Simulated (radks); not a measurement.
Excited configurations of Os2+: one electron is placed in a higher orbital outside [Xe] 4f14 5d5. The ground configuration is [Xe] 4f14 5d6. Method: scalar-relativistic Kohn-Sham, PBE, spin-polarised, spherical densities, finite nucleus; open shells are filled with parallel spins first (spin-orbit coupling, left out, can overturn this in heavy ions); Fermi nuclear charge, rms radius 5.4126 fm; computed with a radial shooting solver on a logarithmic mesh with Libxc functionals. Excitation = E - E(ground); binding = E(ion) - E, where the ion is the core of charge +3; n* = 3/sqrt(2 binding) in atomic units, and the quantum defect is n - n*.

| outer orbital | excitation (eV) | binding (eV) | n* | quantum defect | eigenvalue (eV) | <r> (bohr) |
|---|---|---|---|---|---|---|
| 5f | 18.237 | 8.548 | 3.785 | 1.215 | -6.594 | 5.076 |
| 6s | -0.420 | 27.205 | 2.122 | 3.878 | -23.107 | 2.529 |
| 6p | 7.435 | 19.350 | 2.516 | 3.484 | -16.058 | 3.129 |
| 6d | 15.476 | 11.309 | 3.291 | 2.709 | -9.299 | 4.719 |
| 6f | 20.979 | 5.806 | 4.592 | 1.408 | -4.792 | 8.873 |
| 7s | 14.524 | 12.261 | 3.160 | 3.840 | -10.583 | 5.248 |
| 7p | 16.908 | 9.877 | 3.521 | 3.479 | -8.497 | 6.222 |
| 7d | 19.921 | 6.864 | 4.224 | 2.776 | -5.825 | 8.425 |
| 7f | 22.718 | 4.067 | 5.487 | 1.513 | -3.465 | 13.68 |

The Delta-SCF ionisation energy is 26.785 eV (NIST Atomic Spectra Database: 25 eV, theoretical). Self-interaction in the functional shifts the binding energies and quantum defects, so they are the method's values and not measured ones. Open shells are spherical and high-spin; term and fine-structure splittings are not resolved. Spin-orbit splitting is averaged out at the scalar-relativistic level. A negative excitation energy means that this level of theory puts the configuration below the NIST ground configuration.
